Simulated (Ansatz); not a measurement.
Zn₆Te₆H₂₂, 34 atoms. Hardware: 2 threads of AMD EPYC 7R13 on a shared host and a share (18 GiB) of an NVIDIA H100 80GB HBM3.

In the def2 sets Te takes a core potential; there is no spin–orbit coupling. Correlated methods freeze 78 core orbitals; core or outer-core shells of Te are correlated, in sets that lack core-valence functions. Single mean-field runs in def2-SVP, def2-TZVP are fitted with def2-universal-jkfit.

Q: How many basis functions does each of these Ansatz runs have, and roughly what does it cost? RPA@PBE/def2-SVP, charge 0 singlet, energy, from earlier orbitals; PBE0-D4/def2-TZVP, charge 0 singlet, energy; PBE-D4/def2-TZVP, charge 1 doublet at the geometry of the charge 0 singlet, energy, from earlier orbitals; PBE0-D4/def2-TZVP, charge 0 triplet at the geometry of the charge 0 singlet, energy; BHLYP-D4/def2-TZVP, charge 0 singlet, energy and forces, from earlier orbitals; PBE-D4/def2-TZVP, charge -1 doublet at the geometry of the charge 0 singlet, energy, from earlier orbitals; MP2/def2-SVP, charge 0 singlet, energy, from earlier orbitals; r2SCAN-D4/def2-TZVP, charge 0 singlet, energy, from earlier orbitals; PBE-D4/def2-TZVP, charge 0 singlet, energy and forces, from earlier orbitals; PBE-D4/def2-SVP, charge 0 singlet, energy, from earlier orbitals; LC-ωPBE (ω = 0.15 bohr⁻¹)/def2-SVP, charge 0 singlet, energy, from earlier orbitals; B97M-V/def2-TZVP, charge 0 singlet, energy, from earlier orbitals.

A: Other jobs shared the machine, so times can vary by a factor of up to 3.

```json
{"run": "PBE-D4/def2-SVP, charge 0 singlet, energy, from earlier orbitals", "functions": "452", "fitting or Cholesky vectors": "3288", "wall time": "3.7 s", "peak host memory (GiB)": "0.95"}
{"run": "LC-ωPBE (ω = 0.15 bohr⁻¹)/def2-SVP, charge 0 singlet, energy, from earlier orbitals", "functions": "452", "fitting or Cholesky vectors": "3288", "wall time": "5.5 s", "peak host memory (GiB)": "1"}
{"run": "MP2/def2-SVP, charge 0 singlet, energy, from earlier orbitals", "functions": "452", "fitting or Cholesky vectors": "4923", "wall time": "8.5 s", "peak host memory (GiB)": "1.2"}
{"run": "PBE0-D4/def2-TZVP, charge 0 singlet, energy", "functions": "720", "fitting or Cholesky vectors": "3288", "wall time": "9.5 s", "peak host memory (GiB)": "1.1"}
{"run": "PBE-D4/def2-TZVP, charge 0 singlet, energy and forces, from earlier orbitals", "functions": "720", "fitting or Cholesky vectors": "3288", "wall time": "10 s", "peak host memory (GiB)": "1.2"}
{"run": "r2SCAN-D4/def2-TZVP, charge 0 singlet, energy, from earlier orbitals", "functions": "720", "fitting or Cholesky vectors": "3288", "wall time": "10 s", "peak host memory (GiB)": "1.2"}
{"run": "RPA@PBE/def2-SVP, charge 0 singlet, energy, from earlier orbitals", "functions": "452", "fitting or Cholesky vectors": "4923", "wall time": "12 s", "peak host memory (GiB)": "2.6"}
{"run": "BHLYP-D4/def2-TZVP, charge 0 singlet, energy and forces, from earlier orbitals", "functions": "720", "fitting or Cholesky vectors": "3288", "wall time": "13 s", "peak host memory (GiB)": "2.2"}
{"run": "B97M-V/def2-TZVP, charge 0 singlet, energy, from earlier orbitals", "functions": "720", "fitting or Cholesky vectors": "3288", "wall time": "13 s", "peak host memory (GiB)": "1.4"}
{"run": "PBE0-D4/def2-TZVP, charge 0 triplet at the geometry of the charge 0 singlet, energy", "functions": "720", "fitting or Cholesky vectors": "3288", "wall time": "15 s", "peak host memory (GiB)": "1.4"}
{"run": "PBE-D4/def2-TZVP, charge 1 doublet at the geometry of the charge 0 singlet, energy, from earlier orbitals", "functions": "720", "fitting or Cholesky vectors": "3288", "wall time": "19 s", "peak host memory (GiB)": "1.4"}
{"run": "PBE-D4/def2-TZVP, charge -1 doublet at the geometry of the charge 0 singlet, energy, from earlier orbitals", "functions": "720", "fitting or Cholesky vectors": "3288", "wall time": "29 s", "peak host memory (GiB)": "1.4"}
```
